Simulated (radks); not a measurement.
All-electron atom: Tl+ in [Hg]. All-electron calculation, Dirac Kohn-Sham, PBE, spin-unpolarised, spherical densities, point nucleus. Program: a radial shooting solver on a logarithmic mesh with Libxc functionals.

Spin-orbit splittings of the eigenvalues, e(l+1/2) - e(l-1/2), with zeta = 2 splitting/(2l+1) and mean radii in bohr:

| shell | occ. | splitting (eV) | zeta (eV) | <r> j=l-1/2 | <r> j=l+1/2 |
|---|---|---|---|---|---|
| 2p | 6 | 2066 | 1377 | 0.05589 | 0.06469 |
| 3p | 6 | 459.3 | 306.2 | 0.1674 | 0.1835 |
| 3d | 10 | 98.06 | 39.23 | 0.1595 | 0.1644 |
| 4p | 6 | 111.7 | 74.44 | 0.3931 | 0.4274 |
| 4d | 10 | 20.83 | 8.331 | 0.4334 | 0.4445 |
| 4f | 14 | 4.598 | 1.314 | 0.4645 | 0.4710 |
| 5p | 6 | 20.21 | 13.47 | 0.9420 | 1.036 |
| 5d | 10 | 2.207 | 0.8829 | 1.352 | 1.407 |
